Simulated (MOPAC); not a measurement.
Input for MOPAC: PM3 on CH6Ge (SMILES [CH3][GeH3]).

```
PM3 1SCF PRECISE CHARGE=0 THREADS=1
CH6Ge

C     -0.25341318 1     1.63083710 1     0.35151952 1
Ge     0.36107738 1    -0.22090226 1     0.16455308 1
H     -0.69388115 1     1.75868986 1     1.33881518 1
H     -0.99972265 1     1.85843719 1    -0.40893760 1
H      0.58377618 1     2.31873543 1     0.23758930 1
H      1.41222320 1    -0.56167803 1     1.24248981 1
H      0.99942652 1    -0.46636205 1    -1.21691306 1
H     -0.81507315 1    -1.20792001 1     0.32634282 1
```

The log:

```
*******************************************************************************
 **                                                                           **
 **                              MOPAC v23.2.5                                **
 **                                                                           **
 *******************************************************************************
 ** MOPAC's Digital Object Identifier: https://doi.org/10.5281/zenodo.6511958 **
 **                                                                           **
 ** Please cite the open-source release paper for use of this MOPAC version:  **
 ** J. E. Moussa and J. J. P. Stewart (2026)                                  **
 ** MOPAC: An open-source semiempirical molecular orbital program             **
 ** J. Open Source Softw., 11(119), 8025, https://doi.org/10.21105/joss.08025 **
 *******************************************************************************

                              PM3 CALCULATION RESULTS

 *******************************************************************************
 *  PM3        - The PM3 Hamiltonian to be used
 *
 *
 *
 *                 CHARGE ON SYSTEM = 0
 *
 *
 *
 *  PRECISE    - TIGHTER CRITERIA TO BE USED
 *  1SCF       - DO 1 SCF AND THEN STOP
 *  THREADS=1  - MULTI-THREADING NOT USED
 *  T=         - A TIME OF 172800.0 SECONDS REQUESTED
 *  DUMP=N     - RESTART FILE WRITTEN EVERY 7200.0 SECONDS REQUESTED
 *******************************************************************************
PM3 1SCF PRECISE CHARGE=0 THREADS=1
 CH6Ge

   ATOM   CHEMICAL          X               Y               Z
  NUMBER   SYMBOL      (ANGSTROMS)     (ANGSTROMS)     (ANGSTROMS)

     1       C         -0.25341318  *   1.63083710  *   0.35151952  *
     2      Ge          0.36107738  *  -0.22090226  *   0.16455308  *
     3       H         -0.69388115  *   1.75868986  *   1.33881518  *
     4       H         -0.99972265  *   1.85843719  *  -0.40893760  *
     5       H          0.58377618  *   2.31873543  *   0.23758930  *
     6       H          1.41222320  *  -0.56167803  *   1.24248981  *
     7       H          0.99942652  *  -0.46636205  *  -1.21691306  *
     8       H         -0.81507315  *  -1.20792001  *   0.32634282  *



          CARTESIAN COORDINATES

    NO.       ATOM           X           Y           Z

     1         C         -0.2534      1.6308      0.3515
     2        Ge          0.3611     -0.2209      0.1646
     3         H         -0.6939      1.7587      1.3388
     4         H         -0.9997      1.8584     -0.4089
     5         H          0.5838      2.3187      0.2376
     6         H          1.4122     -0.5617      1.2425
     7         H          0.9994     -0.4664     -1.2169
     8         H         -0.8151     -1.2079      0.3263

  H: (PM3): J. J. P. STEWART, J. COMP. CHEM. 10, 209 (1989).
  C: (PM3): J. J. P. STEWART, J. COMP. CHEM. 10, 209 (1989).
 Ge: (PM3): J. J. P. STEWART, J. COMP. CHEM. 12, 320-341 (1991).

           Empirical Formula: C H6 Ge  =     8 atoms



      MOLECULAR POINT GROUP   :   C3v


      RHF CALCULATION, NO. OF DOUBLY OCCUPIED LEVELS = 7


 -------------------------------------------------------------------------------
 PM3 1SCF PRECISE CHARGE=0 THREADS=1
 CH6Ge



     1SCF WAS SPECIFIED, SO BFGS WAS NOT USED
     SCF FIELD WAS ACHIEVED


                              PM3 CALCULATION
                                                       MOPAC v23.2.5 Linux




          FINAL HEAT OF FORMATION =         16.94448 KCAL/MOL =      70.89572 KJ/MOL


          COSMO AREA              =         97.28 SQUARE ANGSTROMS
          COSMO VOLUME            =         84.07 CUBIC ANGSTROMS

          IONIZATION POTENTIAL    =         11.613567 EV
          HOMO LUMO ENERGIES (EV) =        -11.614  0.235
          NO. OF FILLED LEVELS    =          7
          MOLECULAR WEIGHT        =         90.6484         POINT GROUP:  C3v

          MOLECULAR DIMENSIONS (Angstroms)

            Atom       Atom       Distance
            H     8    H     5     3.79499
            H     4    H     6     3.52784
            H     3    H     7     3.39898


          SCF CALCULATIONS        =          1





   ATOM   CHEMICAL          X               Y               Z
  NUMBER   SYMBOL      (ANGSTROMS)     (ANGSTROMS)     (ANGSTROMS)

     1       C         -0.25341318  *   1.63083710  *   0.35151952  *
     2      Ge          0.36107738  *  -0.22090226  *   0.16455308  *
     3       H         -0.69388115  *   1.75868986  *   1.33881518  *
     4       H         -0.99972265  *   1.85843719  *  -0.40893760  *
     5       H          0.58377618  *   2.31873543  *   0.23758930  *
     6       H          1.41222320  *  -0.56167803  *   1.24248981  *
     7       H          0.99942652  *  -0.46636205  *  -1.21691306  *
     8       H         -0.81507315  *  -1.20792001  *   0.32634282  *

                             CARTESIAN COORDINATES

   1    C       -0.253413180     1.630837100     0.351519520
   2   Ge        0.361077380    -0.220902260     0.164553080
   3    H       -0.693881150     1.758689860     1.338815180
   4    H       -0.999722650     1.858437190    -0.408937600
   5    H        0.583776180     2.318735430     0.237589300
   6    H        1.412223200    -0.561678030     1.242489810
   7    H        0.999426520    -0.466362050    -1.216913060
   8    H       -0.815073150    -1.207920010     0.326342820


           Empirical Formula: C H6 Ge  =     8 atoms



      MOLECULAR POINT GROUP   :   C3v


                  EIGENVALUES
 -28.81959 -15.18926 -14.27856 -14.24278 -11.66432 -11.65088 -11.61357   0.23528
   0.48128   0.49088   3.53500   4.37398   4.49160   4.50760


              NET ATOMIC CHARGES AND DIPOLE CONTRIBUTIONS

  ATOM NO.   TYPE          CHARGE      No. of ELECS.   s-Pop       p-Pop
    1          C          -0.244078        4.2441     1.16124     3.08284
    2         Ge           0.288445        3.7116     0.67927     3.03228
    3          H           0.055795        0.9442     0.94420
    4          H           0.055977        0.9440     0.94402
    5          H           0.055996        0.9440     0.94400
    6          H          -0.070568        1.0706     1.07057
    7          H          -0.071105        1.0711     1.07110
    8          H          -0.070462        1.0705     1.07046
 DIPOLE           X         Y         Z       TOTAL
 POINT-CHG.    -0.045     0.135     0.013     0.143
 HYBRID        -0.048     0.136     0.020     0.146
 SUM           -0.093     0.272     0.033     0.289


          ATOMIC ORBITAL ELECTRON POPULATIONS

     Atom    s        px        py        pz
    1  C   1.16124   1.03229   1.01796   1.03259
    2 Ge   0.67927   1.02310   0.98223   1.02695
    3  H   0.94420
    4  H   0.94402
    5  H   0.94400
    6  H   1.07057
    7  H   1.07110
    8  H   1.07046

 **********************
 *                    *
 * JOB ENDED NORMALLY *
 *                    *
 **********************




 == MOPAC DONE ==
```

The run finished.

Cost: about 0.020 core-seconds (a rough figure).
